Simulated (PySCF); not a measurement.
# SnP: frontier orbitals

M06-2X at R = 2.361 Å; Sn def2-SVPD with ECP28, P def2-SVPD; scalar-relativistic core potentials (PySCF 2.14). State: ²Π (doublet), unpaired electrons π ↑. Only the outer orbitals are listed, counted within each symmetry, core potentials removing the inner ones.

```csv
spin,orbital,occ.,ε (eV),on Sn (%),main shells (%)
α,7σ,1,-17.74,20,"77 P s, 15 Sn s"
α,8σ,1,-12.16,69,"67 Sn s, 17 P s, 13 P p"
α,4π,1,-7.90,23,"76 P p, 19 Sn p"
α,9σ,1,-7.55,49,"47 P p, 39 Sn p, 10 Sn s"
α,4π,1,-7.31,23,"76 P p, 19 Sn p"
α,5π,0,-1.67,79,"75 Sn p, 17 P p"
α,5π,0,-1.20,81,"75 Sn p, 16 P p"
α,10σ,0,0.69,108,110 Sn s
β,7σ,1,-16.65,29,"68 P s, 24 Sn s"
β,8σ,1,-12.05,66,"63 Sn s, 25 P s, 9 P p"
β,9σ,1,-7.25,48,"47 P p, 42 Sn p"
β,4π,1,-6.71,50,"49 P p, 47 Sn p"
β,4π,0,-3.36,64,"59 Sn p, 36 P p"
β,5π,0,-1.38,58,"48 Sn p, 39 P p, 10 Sn d"
β,5π,0,-0.82,54,"43 P p, 39 Sn p, 15 Sn d"
```

Problem. Which are the highest filled and the lowest empty level, where do they sit, and how wide is the gap?

Solution. Highest filled β 4π at -6.71 eV (in %: 49 P p, 47 Sn p); lowest empty β 4π at -3.36 eV (in %: 59 Sn p, 36 P p); the gap at M06-2X is 3.35 eV. Both belong to one degenerate shell, split only by its one-sided filling, so this is no excitation gap.

```
bond order (Mayer)                              : 2.14
⟨S²⟩                                            : 0.836
charge on Sn (Mulliken, basis-dependent)        : 0.23
charge on Sn (Löwdin, basis-dependent)          : 0.10
dipole moment (positive dipole means Sn(−)P(+)) : -2.27 D
```

Shares are Mulliken populations and can fall outside 0 to 100 %.

Spin–orbit coupling is left out. The state is the lowest determinant that a PBE0 search found; another state may lie lower at other levels.
